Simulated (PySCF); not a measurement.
Job for PySCF: D3(BJ) and D4 dispersion corrections on CH6OSi (SMILES CO[SiH3]), a point of a torsion scan.

```python
from pyscf import gto
from pyscf.dispersion import dftd3, dftd4

mol = gto.M(
    atom='''
    C     1.32839623   -0.04583864    0.11470859
    O     0.38830555   -0.15772297   -0.90677115
    Si   -1.05985098   -0.88477369   -0.89821083
    H     1.84966859   -0.99560990    0.26288523
    H     2.05534065    0.71490249   -0.17519660
    H     0.86074967    0.24791730    1.05756766
    H    -0.94052091   -2.32679695   -0.65593416
    H    -1.48618917   -0.55342744   -2.24606347
    H    -1.92167311   -0.33029467    0.15151354
    ''',
    basis='def2-svp',
    charge=0, spin=0, verbose=0, max_memory=1800)
d3, d4 = {}, {}
for xc in ['hf', 'pbe', 'blyp', 'revpbe', 'tpss', 'r2scan', 'b3lyp', 'pbe0', 'bhlyp', 'camb3lyp', 'b2plyp']:
    d3[xc] = float(dftd3.DFTD3Dispersion(mol, xc=xc, version='d3bj', atm=False).get_dispersion()['energy'])
    print(f'D3(BJ) {xc:10s} {d3[xc]:14.8f} Eh')
for xc in ['hf', 'pbe', 'blyp', 'revpbe', 'tpss', 'r2scan', 'b3lyp', 'pbe0', 'bhlyp', 'camb3lyp', 'b2plyp']:
    d4[xc] = float(dftd4.DFTD4Dispersion(mol, xc={'camb3lyp': 'cam-b3lyp'}.get(xc, xc), atm=True).get_dispersion()['energy'])
    print(f'D4     {xc:10s} {d4[xc]:14.8f} Eh')
```

Program output:

```
D3(BJ) hf            -0.04252732 Eh
D3(BJ) pbe           -0.00499607 Eh
D3(BJ) blyp          -0.01064750 Eh
D3(BJ) revpbe        -0.01282842 Eh
D3(BJ) tpss          -0.00626301 Eh
D3(BJ) r2scan        -0.00136192 Eh
D3(BJ) b3lyp         -0.00869250 Eh
D3(BJ) pbe0          -0.00428285 Eh
D3(BJ) bhlyp         -0.00679818 Eh
D3(BJ) camb3lyp      -0.00382885 Eh
D3(BJ) b2plyp        -0.00401423 Eh
D4     hf            -0.01826591 Eh
D4     pbe           -0.00477452 Eh
D4     blyp          -0.01075327 Eh
D4     revpbe        -0.01620239 Eh
D4     tpss          -0.00646218 Eh
D4     r2scan        -0.00115899 Eh
D4     b3lyp         -0.00767794 Eh
D4     pbe0          -0.00397946 Eh
D4     bhlyp         -0.00551392 Eh
D4     camb3lyp      -0.00397996 Eh
D4     b2plyp        -0.00331491 Eh
```

The run finished.

Cost: roughly 0.03 core-seconds.
